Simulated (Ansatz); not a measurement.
ClF₂H₃OSi₂ (`F[SiH](F)O[SiH2]Cl`) at its PBE0-D4/def2-TZVP geometry, where that method's forces vanish. Total charge 0; spin multiplicity 1.

```tsv
atom	x (Å)	y (Å)	z (Å)
F1	-1.6060	0.6430	1.5929
Si2	-0.0478	0.7670	1.3609
F3	0.3372	2.2857	1.5457
O4	0.3116	0.3433	-0.1481
Si5	0.1337	-0.6307	-1.4414
Cl6	-0.0294	-2.5739	-0.8192
H7	0.6609	-0.0432	2.3534
H8	1.3429	-0.5115	-2.2774
H9	-1.1031	-0.2798	-2.1666
```

Q: For each bond, give half the difference of the two atoms' forces along it (eV/Å; positive pushes the atoms apart) under PBE-D4, r2SCAN-D4, B3LYP-D4, ωB97M-V in def2-TZVPP. (Estimate.)

A: The calculation gave: 
| bond | length (Å) | PBE-D4 | r2SCAN-D4 | B3LYP-D4 | ωB97M-V |
| --- | --- | --- | --- | --- | --- |
| F1–Si2 | 1.580 | 0.44 | 0.04 | 0.19 | 0.15 |
| Si2–F3 | 1.578 | 0.45 | 0.04 | 0.16 | 0.13 |
| Si2–O4 | 1.608 | 0.12 | 0.04 | 0.04 | 0.07 |
| Si2–H7 | 1.464 | -0.13 | -0.07 | -0.19 | -0.26 |
| O4–Si5 | 1.629 | 0.15 | 0.00 | 0.08 | 0.10 |
| Si5–Cl6 | 2.047 | 0.13 | 0.04 | 0.23 | 0.09 |
| Si5–H8 | 1.475 | 0.03 | -0.03 | -0.15 | -0.18 |
| Si5–H9 | 1.476 | 0.02 | -0.03 | -0.14 | -0.18 |

B3LYP here is the variant with VWN-RPA as its local correlation; programs differ in this.

Computed with Ansatz.
